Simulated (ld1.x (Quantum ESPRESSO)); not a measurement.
# Pseudopotential generation for La: ultrasoft, PBE, fully relativistic.

```json
{
  "Element": "lanthanum",
  "Generator": "ld1.x (Quantum ESPRESSO) 7.5",
  "Type": "ultrasoft",
  "Functional": "PBE",
  "Relativity": "fully relativistic",
  "Frozen core": "[Xe]",
  "Valence charge": "3",
  "Reference configuration": "4f0 5d1 6s2 6p0",
  "Partial waves": "6s (bound): rcut 3.95, rcutus 4.25 bohr; 6s channel at 3.25 Ry: rcut 3.95, rcutus 4.25 bohr; 6p (bound, empty): rcut 3.00, rcutus 3.55 bohr; 6p channel at 0.25 Ry: rcut 3.00, rcutus 3.55 bohr; 5d (bound): rcut 3.05, rcutus 3.55 bohr; 5d channel at 0.15 Ry: rcut 3.05, rcutus 3.55 bohr; 4f (bound, empty): rcut 1.35, rcutus 1.80 bohr; 4f channel at 0.2 Ry: rcut 1.35, rcutus 1.80 bohr",
  "Local potential": "all-electron potential smoothed inside 1.50 bohr (lloc = -1)",
  "Core correction": "a·sin(br)/r model core, default radius (core density twice the valence density)",
  "Augmentation charge": "PSQ, inside the norm-conserving radii"
}
```

Open shells are filled in proportion to 2j + 1 (rel_dist='average').

(1) Does this generation succeed?

Answers

(1) No. ld1.x (Quantum ESPRESSO) 7.5 stopped with "chargeps: negative rho": the pseudo-density turned negative during the self-consistent test, most likely because a state had been found with a wrong node count and its wave set to zero before. Before that it printed "Warning: n=1, l=0 expected 0 nodes, found 1".
